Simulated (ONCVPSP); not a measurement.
## What one change does to a pseudopotential (Zn (Z = 30), ONCV)

ONCVPSP 4.0.1 input, shortened (lines: element, Z, core and valence counts, functional; n l f; lmax; l rc ep ncon nbas qcut; lloc lpopt rc5 dvloc0; l nproj debl; icmod fcfact rcfact), PBEsol, fully relativistic:

```
  Zn 30.00    3    4  -116133      upf
    1    0    2.00
    2    0    2.00
    2    1    6.00
    3    0    2.00
    3    1    6.00
    3    2   10.00
    4    0    2.00
    2
    0    1.25    0.00    3    6    8.10
    1    1.00    0.00    4    7   15.60
    2    0.70    0.00    4    7   12.70
    4    5    0.70    3.00
    0    2    2.00
    1    2    3.90
    2    3    2.00
    1    0.30    0.00
```

Open shells are filled in proportion to 2j + 1.

Change: d: qcut 15.5.

Cutoffs: the cutoffs (Ha) at which the residual kinetic energy of the hardest occupied pseudo-wave falls to 1 and 0.1 mHa per electron; they do not see the model core or the augmentation charge, which bear on the density cutoff. Errors are all-electron minus pseudo energies relative to the spin-unpolarised reference configuration.

Q: Predict the effect on cutoff, ghosts and configuration errors.

A: The potential gets softer (354 Ha and 471 Ha → 304 Ha and 369 Ha); the bound ghost in d disappears; of the 4 tests that both files solve, the error grows in 0 and shrinks in 1 by more than 15 % and 0.3 meV (median size 1.0 → 0.6 meV).

| quantity | base | changed |
| --- | --- | --- |
| cutoff, loose | 354 Ha | 304 Ha |
| cutoff, tight | 471 Ha | 369 Ha |
| loose cutoff by channel | s 18 Ha, p 54 Ha, d 354 Ha | s 18 Ha, p 54 Ha, d 304 Ha |
| bound ghosts | d5/2, d3/2 | none |
| GHOST(+) flags under 300 eV | none | d5/2 at 135.2 eV, d3/2 at 138.1 eV |
| error for 3s2 3p6 3d10 4s1, meV [ΔE 9.90 eV] | +0.8 | +0.8 |
| error for 3s2 3p6 3d10 4s0, meV [ΔE 28.25 eV] | +3.0 | +3.2 |
| error for 3s2 3p6 3d9 4s0, meV [ΔE 68.76 eV] | +1.1 | +0.5 |
| error for 3s2 3p6 3d10 4s1 4p1, meV [ΔE 5.13 eV] | +0.2 | +0.2 |
| s: phases at 1.27 bohr within 0.05 rad from the reference energy up to (Ha; the scan ends near 5) | to the end of the scan | to the end of the scan |
| p3/2: phases at 1.02 bohr within 0.05 rad from the reference energy up to (Ha; the scan ends near 5) | to the end of the scan | to the end of the scan |
| p1/2: phases at 1.02 bohr within 0.05 rad from the reference energy up to (Ha; the scan ends near 5) | to the end of the scan | to the end of the scan |
| d5/2: phases at 0.71 bohr within 0.05 rad from the reference energy up to (Ha; the scan ends near 5) | to the end of the scan | to the end of the scan |
| d3/2: phases at 0.71 bohr within 0.05 rad from the reference energy up to (Ha; the scan ends near 5) | to the end of the scan | to the end of the scan |
| rms error of d²Exc/dni dnj with the model core, mHa | 6.10 | 6.12 |

 A true bound ghost makes a file unfit for plane-wave use even where its test errors are small: the radial tests pick states by their node count and pass the ghost by.
